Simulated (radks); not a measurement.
Values are calculated unless marked as measured or tabulated.
Removal energies from the palladium ion Pd3+, [Kr] 4d(3/2: 4, 5/2: 3), by Delta-SCF beside the eigenvalue of the level emptied. Code: a radial shooting solver on a logarithmic mesh with Libxc functionals. Model: Dirac Kohn-Sham, BLYP, spin-unpolarised, spherical densities, finite nucleus; Fermi nuclear charge, rms radius of each element as measured or else 0.836 A^(1/3) + 0.57 fm. Sub-shells are occupied by j as written (lower j first in brackets).

| removed from | final configuration | Delta-SCF (eV) | -eigenvalue (eV) |
|---|---|---|---|
| 4d5/2 | [Kr] 4d(3/2: 4, 5/2: 2) | 48.891 | 41.216 |
| 4d3/2 | [Kr] 4d(3/2: 3, 5/2: 3) | 49.517 | 41.791 |
| 4p3/2 | [Ar] 3d10 4s2 4p(1/2: 2, 3/2: 3) 4d(3/2: 4, 5/2: 3) | 98.621 | 89.721 |
| 4p1/2 | [Ar] 3d10 4s2 4p(1/2: 1, 3/2: 4) 4d(3/2: 4, 5/2: 3) | 103.39 | 94.338 |
